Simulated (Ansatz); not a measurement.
`OB(O)O` and `C[SiH2]OB(O)O` differ in one atom or group.

Ansatz, PBE0-D4/def2-TZVP geometries, multiplicity 1. Each molecule was computed in one conformer, which needn't be the lowest.

| property | `OB(O)O` |
| --- | --- |
| LUMO energy (ωB97M-V/def2-TZVPP) / eV | 1.95 |
| HOMO energy (PBE0/def2-TZVPP) / eV | -9.33 |
| HOMO–LUMO gap (ωB97M-V/def2-TZVPP) / eV | 13.77 |
| size of the dipole moment (PBE/def2-TZVPP) / D | 0.00 |
| LUMO energy (B3LYP/def2-TZVPP) / eV | 0.18 |
| LUMO energy (PBE/def2-TZVPP) / eV | -0.26 |

Task: What does the change do to each property? (Estimate.)

Result: Ansatz gave: 
| property | `C[SiH2]OB(O)O` | shift |
| --- | --- | --- |
| LUMO energy (ωB97M-V/def2-TZVPP) / eV | 1.90 | -0.05 |
| HOMO energy (PBE0/def2-TZVPP) / eV | -8.61 | 0.72 |
| HOMO–LUMO gap (ωB97M-V/def2-TZVPP) / eV | 12.80 | -0.97 |
| size of the dipole moment (PBE/def2-TZVPP) / D | 0.70 | 0.70 |
| LUMO energy (B3LYP/def2-TZVPP) / eV | 0.17 | -0.01 |
| LUMO energy (PBE/def2-TZVPP) / eV | -0.34 | -0.08 |

With PBE0 the HOMO rises by 0.72 eV and the LUMO falls by 0.09 eV, so the gap narrows by about 0.81 eV. PBE moves the HOMO by 0.38 eV and ωB97M-V by 0.91 eV.

B3LYP here is the variant with VWN-RPA as its local correlation; programs differ in this.
